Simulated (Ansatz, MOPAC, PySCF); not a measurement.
System: CH2Br, charge 0, multiplicity 2. SMILES: [CH2]Br
Coordinates optimised at B3LYP-D3(BJ)/def2-TZVP (Ansatz, a program for electronic structure):
```
C
H 1 1.0763
H 1 1.0763 2 124.53
Br 1 1.8555 2 117.73 3 180.00
```
Charge 0, spin multiplicity 2.

Unscaled harmonic wavenumbers (cm⁻¹) in rising order, each level at the stationary point that it reaches from this structure (no distance between atoms moves by over 0.3 Å); the order of modes can differ between levels, and a negative number is imaginary. B3LYP-D3(BJ)/def2-TZVP (PySCF, at the structure above): 146, 700, 928, 1385, 3173, 3328.

PM7 (MOPAC): 687, 758, 929, 1315, 2716, 2751. Zero-point energy 13.1 against 13.8 kcal/mol; where all levels lie over 400 cm⁻¹, the wavenumbers are on average 0.943 times those of B3LYP-D3(BJ)/def2-TZVP.

HF/3-21G (Ansatz): 252, 653, 953, 1472, 3335, 3504. Zero-point energy 14.5 against 13.8 kcal/mol; where all levels lie over 400 cm⁻¹, the wavenumbers are on average 1.025 times those of B3LYP-D3(BJ)/def2-TZVP.
